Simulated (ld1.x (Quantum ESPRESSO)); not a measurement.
## Cutoff test, chlorine, TM

```json
{"Element": "chlorine (Cl)", "Generator": "ld1.x (Quantum ESPRESSO) 7.5", "Type": "norm-conserving Troullier–Martins (Kleinman–Bylander form)", "Functional": "LDA (PZ)", "Relativity": "scalar-relativistic", "Frozen core": "[Ne]", "Valence charge": "7", "Reference configuration": "3s2 3p5", "Partial waves": "3s (bound): rc 0.90 bohr; 3p (bound): rc 1.05 bohr", "Local potential": "all-electron potential smoothed inside 0.70 bohr (lloc = -1)", "Core correction": "a·sin(br)/r model core, default radius (core density twice the valence density)"}
```

The pseudo-atom Hamiltonian at the reference potential is diagonalised in spherical Bessel functions j_l(qr) that vanish at 20 bohr, with q² up to the cutoff. All-electron valence levels (Ry): 3s -1.5210, 3p -0.6398.

Question: How do the lowest levels (Ry) of each channel move with the cutoff, and are there ghosts?

Answer:

```csv
cutoff (Ry),s #1,s #2,p #1,p #2,d #1,f #1,f #2,Σ f·Δε (mRy)
8,-1.1593,-0.0050,-0.5648,0.0378,0.0757,0.1195,0.2571,1097.4
25,-1.5204,-0.0193,-0.6118,0.0368,0.0756,0.1195,0.2571,140.1
50,-1.6728,-0.0300,-0.6143,0.0368,0.0755,0.1195,0.2571,431.9
100,-3.5793,-1.5144,-0.6383,0.0363,0.0755,0.1195,0.2571,19.8
180,-3.7591,-1.5188,-0.6396,0.0362,0.0755,0.1195,0.2571,4.3
400,-3.7718,-1.5205,-0.6398,0.0362,0.0755,0.1195,0.2571,0.0
```

Result: ghost state, extra bound levels that the all-electron valence spectrum of the same l lacks: s at -51.3 eV (a true bound ghost makes a file unfit for plane-wave use); 10 mRy is reached at 120 Ry and 1 mRy at 300 Ry.
